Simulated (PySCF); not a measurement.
Level of theory: PySCF with PBE-D3(BJ)/def2-TZVP // PBE-D3(BJ)/def2-SVP. All species are isolated molecules in the gas phase. One relaxed conformer stands for a flexible species; it need not be the lowest. 

Reference species: [Zn(F)2] (neutral, multiplicity 1).

The charge on the central atom (meta-Löwdin) is 1.37 e and the HOMO is -8.58 eV. The coordination number comes out as 2.

Changed species: [Zn(CH3)2] (2 of 2 F replaced by CH3; the reference has 0 of 2 F replaced by CH3).

Problem. Give the shifts of the charge on the central atom (meta-Löwdin), HOMO and coordination number.

Solution. the charge on the central atom (meta-Löwdin) decreases by 0.36 e, to 1.01 e; the HOMO rises by 2.54 eV, to -6.04 eV; the coordination number hardly moves.
